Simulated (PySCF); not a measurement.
# From computed data to an observable: dipole moment from atomic charges

Bi(Br)2(Me) (CH₃BiBr₂), SMILES [CH3][Bi]([Br])[Br]. Atoms are numbered in the order given.

```xyz
7

Bi     0.3173     0.6462     0.0000
Br    -0.1283    -0.9595     2.0577
Br    -0.1283    -0.9595    -2.0577
C     -1.8194     1.4642     0.0000
H     -1.9662     2.0737     0.9124
H     -2.5044     0.5969     0.0000
H     -1.9662     2.0737    -0.9124
```
Charge 0, spin multiplicity 1.

Geometry optimised at PBE-D3(BJ)/def2-SVP. The structure was generated by enumeration; whether it is a known compound was not checked. The def2 effective core potentials stand for the cores of Bi; spin–orbit coupling is left out.

Charges (e) from PBE/def2-TZVP (PySCF):

```tsv
atom	ESP fit	Mulliken
Bi1	0.454	0.779
Br2	-0.224	-0.335
Br3	-0.224	-0.335
C4	-0.301	-0.559
H5	0.106	0.143
H6	0.082	0.164
H7	0.106	0.143
```

The dipole moment of the full density is 3.70 D.

Question: What dipole moment does each set of point charges give, and which comes closer to that of the density?

Answer: 
μ = Σ q r, and 1 e Å = 4.8032 D.
ESP fit: Σ q r = (0.127, 0.771, 0.000) e Å, |μ| = 3.75 D.
Mulliken: Σ q r = (0.377, 1.019, 0.000) e Å, |μ| = 5.22 D.
ESP fit comes closer in size. Point charges leave out the atoms' own dipoles (lone pairs, polarised bonds); fits to the potential absorb them, partitions of the density don't.
